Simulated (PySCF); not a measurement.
# Two-dimensional NMR puzzle

Compound of formula C6H11NO. Correlations simulated from computed shifts and the bond graph:

HSQC (one-bond C–H):
```tsv
δH	δC
7.10	128.7
5.01	112.5
1.96	24.4
1.94	23.5
1.01	17.3
```

COSY cross peaks (H two or three bonds apart, from the bond graph; peaks can be absent where the dihedral angle is near 90°):
```tsv
δH	δH
7.10	6.34
7.10	5.01
5.01	1.94
1.94	1.01
```

HMBC (two and three bonds, from the bond graph):
```tsv
δH	δC
7.10	166.4, 112.5, 23.5
6.34	166.4, 128.7, 112.5, 24.4
5.01	128.7, 23.5, 17.3
1.96	166.4
1.94	128.7, 112.5, 17.3
1.01	112.5, 23.5
```

Carbons without hydrogens: δ 166.4.

[PySCF: geometry from GFN2-xTB; PBE0/pcSseg-1 with gauge-including orbitals; single conformer; rapidly exchanging positions averaged; relativity neglected; isolated molecule]

Shifts are taken against calculated references (same method and geometry level): ¹H (31.72 ppm), ¹³C (186.93 ppm) vs TMS.

Exchangeable hydrogens are left out of these lists.

Q: Assemble the structure.

A: `CC/C=C\NC(C)=O`.

Atoms are numbered as in `[CH3:1][CH2:2]/[CH:3]=[CH:4]\[NH:5][C:6]([CH3:7])=[O:8]`. Hydrogens are named by the atom that carries them.

δC 166.4 is C6, an amide carbonyl carbon. δC 128.7 is C4, an alkene carbon bearing nitrogen (δH 7.10). δC 112.5 is C3, a β carbon of an enol-ether or enamine type C=C (δH 5.01). δC 24.4 is C7, a methyl carbon α to a carbonyl (δH 1.96). δC 23.5 is C2, an allylic sp3 CH2 (δH 1.94). δC 17.3 is C1, a methyl carbon (δH 1.01). HMBC from δH 7.10 reaches the proton-free carbon C6. HMBC from δH 1.96 reaches the proton-free carbon C6. COSY links 7.10–6.34, 7.10–5.01, 5.01–1.94, 1.94–1.01.

This is the structure that produced the data.

OH/NH shifts are gas-phase values; hydrogen bonding in solution moves them, usually downfield. Shifts are as computed. Against solution values, carbons near 30 ppm lie about +3 ppm off and those near 130 ppm about +5 ppm. Of 1211 compounds with measured shifts, 218 miss one by over three times the rms of a fit or turn the order of signals round; such compounds aren't used in these exercises. Hydrogen bonding in solution deshields acid and N–H amide carbonyl carbons by as much as 10 ppm beyond these values.
